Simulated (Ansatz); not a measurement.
Harmonic frequencies (cm⁻¹) at PBE0-D4/def2-TZVP from Ansatz: 204, 254, 317, 346, 416, 450, 653, 785, 1053, 1204, 1331, 3786.

Each molecule was computed in one conformer, which needn't be the lowest.

(1) Which molecule is it?
A. `[CH2]1[CH2][AlH]1`
B. `C=C1C=C1`
C. `OC(F)(Cl)Br`
D. `O=[CH][SnH3]`

Results:

(1) C.
